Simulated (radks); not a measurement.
Valence configurations of Fe II (all share [Ar]). All-electron calculation, Dirac Kohn-Sham, PBE, spin-unpolarised, spherical densities, finite nucleus; open shells fill j = l - 1/2 first; Fermi nuclear charge, rms radius 3.7377 fm. Program: a radial shooting solver on a logarithmic mesh with Libxc functionals. Order these by energy: 3d3 4s2 4p2; 3d4 4s1 4p2; 3d5 4s2; 3d6 4p1; 3d5 4s1 4p1; 3d7; 3d6 4s1; 3d6 4s0.5 4p0.5; 3d2 4s1 4p4; 3d6.5 4s0.5.

Answer. From the lowest, in eV above it: 3d7 0.000; 3d6.5 4s0.5 0.644; 3d6 4s1 2.013; 3d6 4s0.5 4p0.5 4.494; 3d6 4p1 7.007; 3d5 4s2 7.394; 3d5 4s1 4p1 12.939; 3d4 4s1 4p2 29.396; 3d3 4s2 4p2 45.514; 3d2 4s1 4p4 82.777. NIST lists [Ar] 3d6 4s1 as the ground configuration; this level of theory puts 3d7 lower, by 2.013 eV. The energies are those of spherical spin-averaged densities, not of single terms.
